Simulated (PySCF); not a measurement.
L and K shells in `S[SiH2][SiH2][GeH3]`

Species: GeH₈SSi₂.
Geometry (PBE0-D3(BJ)/def2-SVP, Å), atoms numbered from 1 in this order:
```
atom  x, y, z in Å
S1     2.5836   -0.9692    0.3468
Si2    1.4964    0.8476    0.7550
Si3   -0.3485    0.9714   -0.6834
Ge4   -1.7045   -0.9579   -0.3304
H5     1.5098   -1.7830    0.4544
H6     2.4881    1.9360    0.5101
H7     1.0445    0.9215    2.1798
H8    -1.1630    2.1996   -0.4162
H9     0.1286    0.9997   -2.1004
H10   -0.8947   -2.2309   -0.6451
H11   -2.1429   -1.0214    1.1450
H12   -2.9568   -0.9418   -1.2240
```

The calculation used PySCF, delta-SCF UKS SCAN, pcX-2 on the ionised atom, pcseg-1 elsewhere, spin-free X2C. Vertical ΔSCF values, vacuum level as zero. Spin–orbit and ligand-field terms were added within each 2p shell after the spin-free SCF. The splitting includes the ligand field, and 2p3/2 is the mean of two sublevels.

Problem. Give the 2p3/2 and 2p1/2 binding energies and the splitting.

Solution. 
```tsv
atom	environment	2p3/2 (eV)	2p1/2 (eV)	splitting (eV)	mean of the shell (eV)
Si2	SiH2 silicon	106.95	107.57	0.62	107.16
Si3	SiH2 silicon	106.42	107.05	0.63	106.63
```

Problem. What are the 1s binding energies of the same atoms?

Solution. Si2 1846.72 eV; Si3 1846.08 eV.

Problem. Which Kα1 and Kα2 emission energies and wavelengths follow?

Solution. The photon carries the difference of the 1s-hole and 2p-hole states, both at the ground state's geometry; λ = 12398.42 eV Å/E.

```
atom  Kα1 (eV)  Kα2 (eV)  λ(Kα1) (Å)  λ(Kα2) (Å)
 Si2   1739.77   1739.15      7.1265      7.1290
 Si3   1739.66   1739.03      7.1269      7.1295
```

Over the 2 silicon sites the 1s value ranges over 0.64 eV, 2p3/2 over 0.53 eV and Kα1, their difference, over 0.11 eV.

Problem. And the 1s levels of the other atoms?

Solution. S1 (sulfur bonded to Si and H) 2477.06 eV.

Not every level is listed. No level of germanium is listed. The structure is a single PBE0-D3(BJ)/def2-SVP conformer in the gas phase; no vibrational or solvent corrections.
